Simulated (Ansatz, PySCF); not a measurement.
Reaction (SMILES): C[Si](C)(P)P → [CH3] (CH3) + C[Si](P)P (the C-Si bond at the site shown breaks; other sites are not compared here)
Structures are relaxed separately at B3LYP-D3(BJ)/def2-TZVP in Ansatz (a quantum-chemistry and plane-wave program), one conformer each, not searched for the lowest.

Property: bond dissociation energy (enthalpy at 298 K, with B3LYP-D3(BJ) rigid-rotor harmonic-oscillator terms from PySCF), in eV. Correlated levels leave the core frozen unless marked. UHF or UKS for open shells. No spin-orbit coupling. No relativistic terms. CBS(X,Y): correlation extrapolated as X^-3; Hartree-Fock from the larger set.

| level | program | bond dissociation energy (eV) |
|---|---|---|
| revPBE-D3(BJ)/def2-TZVPD | Ansatz + dftd3 | … |
| BHLYP-D3(BJ)/def2-TZVPD | Ansatz + dftd3 | 3.63 |
| LC-wPBE-D3(BJ)/def2-TZVPD | Ansatz + dftd3 | 3.78 |
| B2PLYP-D3(BJ)/def2-TZVPD | Ansatz + dftd3 | … |
| CCSD/cc-pwCVTZ | Ansatz | … |
| CCSD(T)/CBS(cc-pV(T+d)Z,cc-pV(Q+d)Z) | Ansatz | 3.87 |

Question: Complete the blanks.

Answer: 
- revPBE-D3(BJ)/def2-TZVPD, bond dissociation energy (eV): 3.57
- B2PLYP-D3(BJ)/def2-TZVPD, bond dissociation energy (eV): 3.74
- CCSD/cc-pwCVTZ, bond dissociation energy (eV): 3.69
